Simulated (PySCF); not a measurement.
C₂H₆Cl₂OSn, SMILES C[O][Sn]([CH3])([Cl])[Cl]. Atoms are numbered in the order given.

```xyz
12

C      2.7505    -0.2236     0.0000
O      1.6073    -1.0652     0.0000
Sn    -0.2163    -0.2528     0.0000
C     -1.6826    -1.8183     0.0000
Cl    -0.3521     1.1660    -1.8960
Cl    -0.3521     1.1660     1.8960
H      2.8025     0.4292     0.9020
H      2.8025     0.4292    -0.9020
H      3.6491    -0.8767     0.0000
H     -2.3005    -1.7165    -0.9103
H     -1.1340    -2.7782     0.0000
H     -2.3005    -1.7165     0.9103
```

Coordinates come from a PBE-D3(BJ)/def2-SVP optimisation. The def2 effective core potentials stand for the cores of Sn; spin–orbit coupling is left out. The values are those of a single conformer.

Calculation: PySCF with PBE-D3(BJ)/def2-SVP.

Frequencies are harmonic and unscaled.

Question: Give all harmonic wavenumbers and intensities. (Estimate from the structure and the level; the computed values follow.)

Answer: 
```
mode  ν (cm⁻¹)  IR (km/mol)  moving atoms (share of kinetic energy)
----  --------  -----------  --------------------------------------
1           45          1.0                 C 41 %, Cl 30 %, H 25 %
2           59          0.0                                  H 96 %
3           86          3.8                 C 47 %, Cl 27 %, H 20 %
4          106          6.3                Cl 67 %, Sn 17 %, C 11 %
5          109          0.1                 C 48 %, H 25 %, Cl 17 %
6          117          4.5        Cl 36 %, C 25 %, Sn 22 %, H 14 %
7          126          1.9                           H 85 %, O 8 %
8          181         17.6                 O 64 %, H 20 %, Cl 10 %
9          257         13.5         O 33 %, C 33 %, H 18 %, Sn 13 %
10         346         23.8                        Cl 83 %, Sn 13 %
11         364         58.0                        Cl 72 %, Sn 27 %
12         512         20.2         C 58 %, H 15 %, O 15 %, Sn 11 %
13         545         37.8          O 56 %, C 19 %, Sn 15 %, H 9 %
14         752         36.2                          H 83 %, C 16 %
15         755         32.3                          H 84 %, C 16 %
16        1064        176.5                          O 51 %, C 46 %
17        1130          0.1                          H 77 %, C 19 %
18        1141          0.9                          H 76 %, C 19 %
19        1149          1.4                          H 81 %, C 18 %
20        1375          4.1                                  H 95 %
21        1377          3.8                                  H 95 %
22        1409         14.6                           H 89 %, C 9 %
23        1410          4.0                                  H 97 %
24        1429         15.8                                  H 95 %
25        2913         81.5                                  H 97 %
26        2987         30.1                          H 90 %, C 10 %
27        3004          0.0                                  H 98 %
28        3025         20.9                           H 91 %, C 9 %
29        3134          0.9                          H 90 %, C 10 %
30        3138          0.8                          H 90 %, C 10 %
```
